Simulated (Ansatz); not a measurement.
C₂H₆ClGaO₂, SMILES `C[O][Ga]([Cl])[O]C`. Charge 0, multiplicity 1. Geometry: relaxed with PBE0-D4/def2-TZVP. It is one conformer, not always the lowest.

```xyz
12

C    -1.285   -0.386    1.311
O    -0.792   -1.481    0.574
Ga    0.426   -1.383   -0.705
Cl    0.984   -3.198   -1.631
O     1.222    0.086   -1.284
C     0.977    1.386   -0.801
H    -1.628    0.436    0.672
H    -2.140   -0.733    1.897
H    -0.537    0.009    2.008
H    -0.004    1.762   -1.113
H     1.740    2.050   -1.218
H     1.038    1.452    0.292
```

**Question.** What is the dipole moment at r2SCAN/def2-TZVPP? (An estimate is asked.)

**Answer.** Ansatz gave: 3.13 D, with components (-0.83, 2.69, 1.37) D in this frame, pointing from negative to positive charge.

**Question.** And with PBE, B3LYP, ωB97M-V? (An estimate is asked.)

**Answer.** The calculation gave: PBE 3.04 D, B3LYP 3.15 D, ωB97M-V 3.12 D.

**Question.** Give the Mulliken charges with r2SCAN, ωB97M-V, B3LYP in def2-TZVPP. (Estimate.)

**Answer.** The calculation gave: 
| atom | r2SCAN | ωB97M-V | B3LYP |
| --- | --- | --- | --- |
| C1 | 0.01 | -0.19 | -0.12 |
| O2 | -0.38 | -0.37 | -0.38 |
| Ga3 | 0.66 | 0.66 | 0.65 |
| Cl4 | -0.25 | -0.23 | -0.24 |
| O5 | -0.38 | -0.37 | -0.38 |
| C6 | 0.01 | -0.19 | -0.12 |
| H7 | 0.05 | 0.11 | 0.09 |
| H8 | 0.06 | 0.13 | 0.11 |
| H9 | 0.06 | 0.12 | 0.09 |
| H10 | 0.06 | 0.12 | 0.09 |
| H11 | 0.06 | 0.13 | 0.11 |
| H12 | 0.05 | 0.11 | 0.09 |

B3LYP here is the variant with VWN-RPA as its local correlation; programs differ in this.
